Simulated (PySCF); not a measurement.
Gas-phase reaction: GaH₃ + F₂ → GaH + 2 HF

Computed with PySCF (xtb for GFN2) and rigid-rotor harmonic-oscillator thermochemistry at 1 bar. † marks an energy on the PBE0/def2-TZVP geometry and frequencies; other levels use their own. 6-31G* has spherical d functions here. All species are closed-shell singlets. B3LYP is the form with VWN-RPA correlation. Ga: all electrons, no relativistic terms. GaH₃, GaH: computed as isolated molecules; such fragments, hydroxides, amides, oligomers or adducts are transient or little studied in the gas. The harmonic model lacks anharmonicity and excited electronic states, which grow with temperature; levels with a mode under 35 cm⁻¹ are left out.

```json
[
 {"level": "B3LYP/def2-TZVP†", "ΔE electronic, kJ": "-464", "ΔH°(298 K), kJ": "-454", "ΔS°(298 K), J/K": "127", "ΔG°(800 K), kJ": "-557"},
 {"level": "GFN2-xTB", "ΔE electronic, kJ": "-336", "ΔH°(298 K), kJ": "-324", "ΔS°(298 K), J/K": "126", "ΔG°(800 K), kJ": "-426"},
 {"level": "HF/6-31G*", "ΔE electronic, kJ": "-441", "ΔH°(298 K), kJ": "-431", "ΔS°(298 K), J/K": "127", "ΔG°(800 K), kJ": "-535"},
 {"level": "HF/def2-TZVP†", "ΔE electronic, kJ": "-510", "ΔH°(298 K), kJ": "-499", "ΔS°(298 K), J/K": "127", "ΔG°(800 K), kJ": "-603"},
 {"level": "PBE0/def2-QZVP†", "ΔE electronic, kJ": "-470", "ΔH°(298 K), kJ": "-459", "ΔS°(298 K), J/K": "127", "ΔG°(800 K), kJ": "-563"},
 {"level": "r2SCAN/def2-TZVP†", "ΔE electronic, kJ": "-430", "ΔH°(298 K), kJ": "-420", "ΔS°(298 K), J/K": "127", "ΔG°(800 K), kJ": "-523"}
]
```
ΔH° is lowest at HF/def2-TZVP† and highest at GFN2-xTB. No reference value is set beside these.
